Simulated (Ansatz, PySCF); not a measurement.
C5H7FO, SMILES O1C(=C)C[C@]1(F)C. Atoms are numbered in the order given.

```xyz
14

C      2.3770     0.2934     0.9836
C      1.1764     0.2262     0.4180
C      0.2690     1.1007    -0.4152
C     -0.6985    -0.0957    -0.2965
C     -2.0171     0.0463     0.4161
F     -0.9010    -0.7290    -1.4942
O      0.2698    -0.8222     0.4710
H      2.7675    -0.5422     1.5670
H      2.9854     1.1899     0.8625
H      0.6005     1.2782    -1.4477
H     -0.0625     2.0408     0.0477
H     -1.8775     0.5511     1.3820
H     -2.4397    -0.9536     0.5940
H     -2.7192     0.6265    -0.2007
```
Charge 0, spin multiplicity 1.

Coordinates come from a B3LYP-D3(BJ)/def2-SVP optimisation. The structure was generated by enumeration; whether it is a known compound was not checked.

Two levels are set side by side: PBE-D3(BJ)/def2-SVP (Ansatz, a program for electronic structure) and B3LYP-D3(BJ)/def2-SVP (Ansatz). Each level has its own optimised geometry; the coordinates shown are those of the second. Frequencies come from the Hessian of PySCF at each geometry. Differences are taken from unrounded values.

| quantity | B3LYP-D3(BJ) |
|---|---|
| mean bond length (Å) | 1.268 |
| bond C1–C2 (Å) | 1.329 |
| bond C2–C3 (Å) | 1.511 |
| bond C2–O7 (Å) | 1.387 |
| bond C3–C4 (Å) | 1.543 |
| bond C4–C5 (Å) | 1.506 |
| bond C4–F6 (Å) | 1.370 |
| bond C4–O7 (Å) | 1.433 |
| bond C1–H8 (Å) | 1.091 |
| bond C1–H9 (Å) | 1.090 |
| bond C3–H10 (Å) | 1.099 |
| bond C3–H11 (Å) | 1.099 |
| bond C5–H12 (Å) | 1.099 |
| bond C5–H13 (Å) | 1.100 |
| bond C5–H14 (Å) | 1.100 |
| highest harmonic wavenumber (cm⁻¹) | 3269 |
| mean harmonic wavenumber (cm⁻¹) | 1351 |
| zero-point energy (kcal/mol) | 69.54 |

### Question
What does PBE-D3(BJ) give, and how far is it from B3LYP-D3(BJ)? (Estimate from the structure and the level; the computed values follow.)

### Answer

```json
[
 {"quantity": "mean bond length (Å)", "PBE-D3(BJ)": "1.275", "PBE-D3(BJ) minus B3LYP-D3(BJ)": "0.007"},
 {"quantity": "bond C1–C2 (Å)", "PBE-D3(BJ)": "1.339", "PBE-D3(BJ) minus B3LYP-D3(BJ)": "0.010"},
 {"quantity": "bond C2–C3 (Å)", "PBE-D3(BJ)": "1.511", "PBE-D3(BJ) minus B3LYP-D3(BJ)": "0.000"},
 {"quantity": "bond C2–O7 (Å)", "PBE-D3(BJ)": "1.393", "PBE-D3(BJ) minus B3LYP-D3(BJ)": "0.006"},
 {"quantity": "bond C3–C4 (Å)", "PBE-D3(BJ)": "1.546", "PBE-D3(BJ) minus B3LYP-D3(BJ)": "0.003"},
 {"quantity": "bond C4–C5 (Å)", "PBE-D3(BJ)": "1.509", "PBE-D3(BJ) minus B3LYP-D3(BJ)": "0.003"},
 {"quantity": "bond C4–F6 (Å)", "PBE-D3(BJ)": "1.377", "PBE-D3(BJ) minus B3LYP-D3(BJ)": "0.007"},
 {"quantity": "bond C4–O7 (Å)", "PBE-D3(BJ)": "1.446", "PBE-D3(BJ) minus B3LYP-D3(BJ)": "0.013"},
 {"quantity": "bond C1–H8 (Å)", "PBE-D3(BJ)": "1.099", "PBE-D3(BJ) minus B3LYP-D3(BJ)": "0.007"},
 {"quantity": "bond C1–H9 (Å)", "PBE-D3(BJ)": "1.098", "PBE-D3(BJ) minus B3LYP-D3(BJ)": "0.007"},
 {"quantity": "bond C3–H10 (Å)", "PBE-D3(BJ)": "1.107", "PBE-D3(BJ) minus B3LYP-D3(BJ)": "0.008"},
 {"quantity": "bond C3–H11 (Å)", "PBE-D3(BJ)": "1.107", "PBE-D3(BJ) minus B3LYP-D3(BJ)": "0.008"},
 {"quantity": "bond C5–H12 (Å)", "PBE-D3(BJ)": "1.106", "PBE-D3(BJ) minus B3LYP-D3(BJ)": "0.007"},
 {"quantity": "bond C5–H13 (Å)", "PBE-D3(BJ)": "1.107", "PBE-D3(BJ) minus B3LYP-D3(BJ)": "0.007"},
 {"quantity": "bond C5–H14 (Å)", "PBE-D3(BJ)": "1.107", "PBE-D3(BJ) minus B3LYP-D3(BJ)": "0.007"},
 {"quantity": "highest harmonic wavenumber (cm⁻¹)", "PBE-D3(BJ)": "3212", "PBE-D3(BJ) minus B3LYP-D3(BJ)": "-57"},
 {"quantity": "mean harmonic wavenumber (cm⁻¹)", "PBE-D3(BJ)": "1314", "PBE-D3(BJ) minus B3LYP-D3(BJ)": "-37"},
 {"quantity": "zero-point energy (kcal/mol)", "PBE-D3(BJ)": "67.61", "PBE-D3(BJ) minus B3LYP-D3(BJ)": "-1.93"}
]
```

Exact exchange shortens and stiffens bonds; PBE has none. Differences between two approximate levels are no errors against the true value.
